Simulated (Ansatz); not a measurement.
C$_{2}$H$_{8}$GaN (SMILES C[CH2][GaH][NH2]), singlet, at a GFN2-xTB geometry (such geometries of metal compounds can be far from the true shape); Ansatz (a program for electronic structure) with PBE/3-21G.

Input for Ansatz:
Ansatz 0.2 input:
```yaml
crystal:
  periodic: [false, false, false]
  atoms:
    - {symbol: Ga, position_ang: [-0.47354804, 0.48135454, 0.16319422]}
    - {symbol: H, position_ang: [-1.61726132, 1.55804978, 0.17336519]}
    - {symbol: C, position_ang: [0.24037115, -0.48191789, -1.49027056]}
    - {symbol: C, position_ang: [1.32919158, -1.48461713, -1.10335089]}
    - {symbol: H, position_ang: [0.63863300, 0.24915243, -2.20334758]}
    - {symbol: H, position_ang: [-0.58012130, -0.99594326, -2.00414298]}
    - {symbol: H, position_ang: [0.93406707, -2.23271952, -0.41393652]}
    - {symbol: H, position_ang: [2.15935652, -0.97707812, -0.60902081]}
    - {symbol: H, position_ang: [1.72031242, -2.00215373, -1.97993247]}
    - {symbol: N, position_ang: [0.17720667, 0.16324677, 1.82737576]}
    - {symbol: H, position_ang: [-0.14704791, 0.62032215, 2.67104002]}
    - {symbol: H, position_ang: [0.91422795, -0.48513763, 2.07705243]}
basis:
  gaussian:
    orbitals: 3-21G.json
hamiltonian:
  xc: pbe
```
The basis file holds 3-21G in the JSON format of the Basis Set Exchange.

Output, abridged:

```
Functional definition: PBE
896 factors; their error is unknown
mean field evaluation 1: about -55770.6322 eV, gradient 7.8e1 eV
mean field evaluation 2: about -55724.8683 eV, gradient 1.4e2 eV
mean field evaluation 4: about -55783.3199 eV, gradient 1.2e1 eV
mean field evaluation 8: about -55783.7458 eV, gradient 2.2e-1 eV
mean field evaluation 16: about -55783.6251 eV, gradient 3.1e-5 eV
a density is far from that of the atoms, so the factors are made again for it
811 factors; integrals over basis functions are off by at most 1.0e-4 eV
mean field -55783.62359510 eV, -2050.0103556217 hartree, gradient 1.1e-5 eV, S^2 0.000000; 0 other end points of the search recorded, 0 dependent functions left out
reference -55783.62363709 eV, -2050.0103571650 hartree; 29, 29 occupied and 37, 37 virtual orbitals, 811 factors
Total energy: -55783.62363709 eV, -2050.0103571650 hartree
```
